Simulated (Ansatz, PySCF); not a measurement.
InH, SMILES [InH] (connectivity only; charge and spin as stated), neutral, multiplicity 1.

Coordinates come from a B3LYP-D3(BJ)/def2-TZVPD optimisation. The def2 effective core potentials stand for the cores of In; spin–orbit coupling is left out.

Vertical ionisation energy (IE) and electron affinity (EA) in eV. Rows of orbital energies are one-electron estimates. Where ΔSCF, EOM or ADC give a negative EA the extra electron is unbound and the value depends on the basis.

| level | IE | EA |
|---|---|---|
| −ε(HOMO), −ε(LUMO), CAM-B3LYP/def2-TZVPD (PySCF) | 6.93 | 0.97 |
| −ε(HOMO), −ε(LUMO), HF/def2-TZVPD (PySCF) | 7.68 | -0.45 |
| −ε(HOMO), −ε(LUMO), PBE/def2-TZVPD (PySCF) | 4.80 | 2.44 |
| ΔSCF, PBE0/def2-TZVPD (Ansatz), final states of multiplicity 2 and 2 | 7.93 | 0.21 |
| ΔSCF, PBE/def2-TZVPD (Ansatz), final states of multiplicity 2 and 2 | 7.95 | 0.20 |

What vertical singlet–triplet gap does ΔSCF give with PBE0/def2-TZVPD (Ansatz, a quantum-chemistry and plane-wave program) and with PBE/def2-TZVPD (Ansatz)? (The exact figures need the calculation; the answer reports its results.)

2.01 and 2.08 eV (triplet above singlet where positive).
